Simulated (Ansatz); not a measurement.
A nudged elastic band was laid between two geometries of C₄H₉NOSi (16 atoms, charge 0, multiplicity 1).

The calculation used Ansatz 0.2.0, RHF/def2-SVP.

```
movable images  : 5
climbing image  : yes
spring          : 5.0 eV/Å²
optimiser       : quadratic models (default)
start path      : IDPP
force threshold : 0.05 eV/Å
iteration limit : 60
end points      : relaxed
```

Image 0:

```xyz
16
Properties=species:S:1:pos:R:3
C 1.982 -1.515 1.735
C 0.971 -0.816 0.879
C 1.040 0.449 0.481
C 0.016 1.110 -0.369
O 0.156 2.260 -0.677
Si -1.584 0.224 -1.045
N -2.548 1.283 -1.989
H 1.516 -1.882 2.653
H 2.390 -2.384 1.213
H 2.805 -0.855 2.004
H 0.122 -1.423 0.574
H 1.874 1.083 0.767
H -2.372 -0.255 0.115
H -1.158 -0.924 -1.879
H -2.207 1.584 -2.882
H -3.026 2.039 -1.535
```

Image 6:

```xyz
16
Properties=species:S:1:pos:R:3
C 2.615 -0.588 1.856
C 1.647 0.159 0.995
C 0.544 -0.341 0.449
C -0.361 0.493 -0.397
O -0.124 1.646 -0.626
Si -1.970 -0.281 -1.161
N -2.891 0.834 -2.085
H 3.612 -0.570 1.409
H 2.698 -0.111 2.836
H 2.318 -1.626 1.999
H 1.866 1.204 0.799
H 0.269 -1.379 0.607
H -2.790 -0.786 -0.034
H -1.544 -1.410 -2.023
H -2.531 1.161 -2.962
H -3.380 1.573 -1.617
```

Task: What changes between the two ends?

Result: No bond is made or broken. The dihedral C2–C3–C4–Si6 goes from 0 to -179°.

Task: What energy profile does the band end with?

Result: The forces met the threshold. The highest image is number 3 of 0 to 6, 26.2 kJ/mol above the first end and 25.8 kJ/mol above the last; the last end lies 0.4 kJ/mol above the first. A vibrational analysis at the climbing image gives one clearly imaginary mode, 127i cm⁻¹: a first-order saddle point.

| image | path coordinate (Å) | energy (kJ/mol) | dihedral C2–C3–C4–Si6 (°) |
| --- | --- | --- | --- |
| 0 | 0.00 | 0.0 | 0 |
| 1 | 1.40 | 1.0 | -13 |
| 2 | 2.79 | 13.2 | -51 |
| 3 | 4.19 | 26.2 | -90 |
| 4 | 5.58 | 13.7 | -127 |
| 5 | 6.98 | 2.6 | -159 |
| 6 | 8.37 | 0.4 | -179 |

Task: What is the geometry of the highest image?

Result: 
```xyz
16
Properties=species:S:1:pos:R:3:forces:R:3
C 1.664 -1.389 2.264 0.00 0.00 0.00
C 0.636 -0.591 1.520 -0.01 0.01 -0.01
C 0.879 0.218 0.500 0.01 0.00 0.01
C -0.187 0.997 -0.220 0.00 0.00 -0.01
O -0.496 2.097 0.127 0.00 0.00 0.00
Si -1.076 0.196 -1.750 0.00 0.00 0.00
N -2.124 1.267 -2.585 -0.01 0.00 0.00
H 1.678 -1.107 3.319 0.00 0.00 0.00
H 1.433 -2.456 2.220 0.00 0.00 0.00
H 2.663 -1.237 1.856 0.00 0.00 0.00
H -0.389 -0.691 1.870 0.00 0.00 0.00
H 1.890 0.337 0.118 0.00 0.00 0.00
H -1.853 -0.949 -1.222 0.00 0.00 0.00
H -0.016 -0.279 -2.669 0.00 0.00 0.00
H -1.745 2.001 -3.151 0.00 0.00 0.00
H -2.979 1.563 -2.155 0.00 0.00 0.00
```

Task: What are the harmonic wavenumbers there?

Result: 127i, 43, 96, 139, 184, 187, 199, 310, 394, 435, 468, 514, 642, 731, 831, 895, 915, 960, 974, 1004, 1008, 1079, 1167, 1180, 1193, 1393, 1427, 1527, 1578, 1587, 1691, 1886, 1966, 2331, 2338, 3174, 3245, 3273, 3295, 3297, 3790, 3882 cm⁻¹.

The band took 12 iterations and roughly 4 core-minutes.

Time of the run: 2.1 min on 2 threads of Intel(R) Xeon(R) Platinum 8488C (Sapphire Rapids), on a shared host, peak memory 0.43 GiB.
